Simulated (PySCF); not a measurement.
# Co⁺: ionisation energy

Co⁺ [Ar] 3d8 (3F) → Co²⁺ [Ar] 3d7 (4F), as a difference of total energies. Computed with PySCF 2.14 in ANO-RCC-VTZP (6s5p3d2f1g, 59 functions), with scalar relativity by spin-free X2C-1e. Correlated levels: valence: [Ar] frozen; valence and next inner shell: [Ne] frozen. The calculations carry no spin-orbit coupling.

Problem. Order these methods by the ionisation energy they give, lowest first.
A. BHandHLYP
B. PBE
C. SCS-MP2 (valence)
D. UHF

Solution. D (14.729 eV), A (16.850 eV), C (17.252 eV), B (17.770 eV).

A first-order spin-orbit estimate (lowest level to lowest level, LS coupling) adds -0.013 eV.

Errors of the correlated levels include the incompleteness of this basis and the frozen core.

For comparison: 17.084 eV (measured; NIST Atomic Spectra Database, ionization energies).
